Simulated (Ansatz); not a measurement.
The same path of H4OSZn (7 atoms, charge 0, multiplicity 1) was run twice with different band settings. Lost on the way: Zn1–H2, H4–S5. Made: H2–H4.

Level of theory: RKS PBE0-D4/def2-SVP (Ansatz 0.2.0).

Relaxed end points:

```xyz
7
Properties=species:S:1:pos:R:3
Zn 0.098 -0.522 1.064
H 0.045 -0.389 2.591
O 0.455 -1.075 -0.637
H -0.022 2.151 -0.509
S -1.110 1.351 -0.504
H 0.990 -1.851 -0.822
H -0.456 0.336 -1.183
```

```xyz
7
Properties=species:S:1:pos:R:3
Zn -0.311 -0.010 -0.742
H 1.094 0.272 2.037
O 1.021 -0.921 0.010
H 1.021 0.636 2.707
S -1.840 1.188 -1.698
H 0.752 -1.671 0.550
H -1.737 0.506 -2.863
```

Common settings: movable images 5; climbing image yes; spring 5.0 eV/Å²; optimiser quadratic models (default); start path through a guess of the saddle point; iteration limit 60; end points relaxed.

| run | force threshold |
| --- | --- |
| 1 | 0.05 eV/Å |
| 2 | 0.5 eV/Å |

Problem. What does each run give, and how far can it be trusted?

Solution. Run 1: converged after 22 iterations, highest image 1.066 eV above the first end. Neighbouring images differ by up to 1.3 eV, so the band resolves the path poorly. A vibrational analysis at the climbing image gives one clearly imaginary mode, 1081i cm⁻¹: a first-order saddle point.
Run 2: converged after 32 iterations, highest image 1.139 eV above the first end. The threshold of 0.5 eV/Å is loose, so the images may lie well off the minimum-energy path. Neighbouring images differ by up to 1.3 eV, so the band resolves the path poorly. The order of the stationary point at the top wasn't checked.
The orbitals stay closed-shell, which can raise the energy where a bond breaks towards radicals; this wasn't checked here.
